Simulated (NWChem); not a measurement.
Species: SnF4; SMILES [F][Sn]([F])([F])[F]

Computed with NWChem. The highest occupied level is degenerate, so the cation is one component of its state. The geometry was optimised at PBE0/def2-SVP. def2 effective core potentials on Sn; no spin-orbit coupling. Ions are spin-unrestricted doublets at the neutral geometry. Hybrids' shares of exact exchange are those that their runs print; pure functionals count as 0. The functionals differ in more than this share.

```csv
row,share of exact exchange,ΔSCF ionisation energy minus −ε(HOMO) (eV)
B3LYP/def2-SVP,0.20,2.73
PBE0/def2-SVP,0.25,withheld
BHandHLYP/def2-SVP,0.50,1.40
M06-2X/def2-SVP,0.54,1.37
```

Problem. Fit a straight line of the last column on the one before it, predict the withheld value, and compare with the run.

Solution. 
1. Means of the 3 shown rows: x = 0.413, y = 1.833. Slope Σ(x − x̄)(y − ȳ)/Σ(x − x̄)² = -0.2875/0.06907 = -4.163; intercept 3.554.
2. The shown rows scatter about the line by 0.056 (root mean square); the largest residual is -0.07, at BHandHLYP/def2-SVP.
3. At x = 0.25 (PBE0/def2-SVP; inside the shown range) the line gives 2.51.
4. The run gives 2.51, 0.00 from the line, 0.0 times the scatter. The line crosses zero at a share of 0.85, outside the shown range.
